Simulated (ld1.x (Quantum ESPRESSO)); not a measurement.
## iodine (I): one change to a TM potential, before and after

ld1.x (Quantum ESPRESSO) 7.5 input, shortened:

```
&input
   title='I', zed=53., rel=2, dft='WC', iswitch=3,
   config='[Kr] 4d10 5s1 5p6', rel_dist='average'
 /
 &inputp
   pseudotype=2, tm=.true., lloc=-2, rcloc=1.25,
   nlcc=.true., new_core_ps=.true.
 /
2
5S  1  0   1.00   0.00  1.45  1.45  0.0
5P  2  1   6.00   0.00  1.80  1.80  0.0
 &test
   configts(1)='5s1 5p6'
 /
```

Open shells are filled in proportion to 2j + 1 (rel_dist='average').

Change: wave 5p (bound): rc 1.80 bohr becomes 5p (bound): rc 2.46 bohr.

Cutoffs: the cutoffs (Ry, on a coarse ladder) from which the occupation-weighted sum of valence levels, in a spherical-Bessel basis at the reference potential, stays within 10 and 1 mRy of its value at 400 Ry; they do not see the model core or the augmentation charge, which bear on the density cutoff. Errors are all-electron minus pseudo energies relative to the spin-unpolarised reference configuration.

Problem. Predict the effect on cutoff, ghosts and configuration errors.

Solution. The potential gets softer (40 Ry and 100 Ry → 35 Ry and 80 Ry); both files keep a bound ghost (d, s); of the 7 tests that both files solve, the error grows in 1 and shrinks in 5 by more than 15 % and 0.3 meV (median size 9.1 → 5.9 meV). A larger radius leaves more room for a smooth pseudo-wave, so fewer plane waves are needed.

```tsv
quantity	base	changed
cutoff, loose	40 Ry	35 Ry
cutoff, tight	100 Ry	80 Ry
loose cutoff by channel (10 mRy a level)	s 35 Ry, p 12 Ry	s 35 Ry, p 6 Ry
bound ghosts	s, d	s, d
error for 5s2 5p5, meV [ΔE -10.41 eV]	-10	-6.1
error for 5s2 5p4, meV [ΔE 0.77 eV]	-8.4	-5.7
error for 5s2 5p3, meV [ΔE 20.71 eV]	+2.1	+1.1
error for 5s1 5p5, meV [ΔE 11.75 eV]	+5.5	+5.9
error for 5s2 5p1, meV [ΔE 89.75 eV]	-71	-114
error for 5s2 5p4.5, meV [ΔE -5.85 eV]	-11	-7.2
error for 5s2 5p5.3, meV [ΔE -12.20 eV]	-9.1	-4.4
```

 A true bound ghost makes a file unfit for plane-wave use even where its test errors are small: the radial tests pick states by their node count and pass the ghost by.
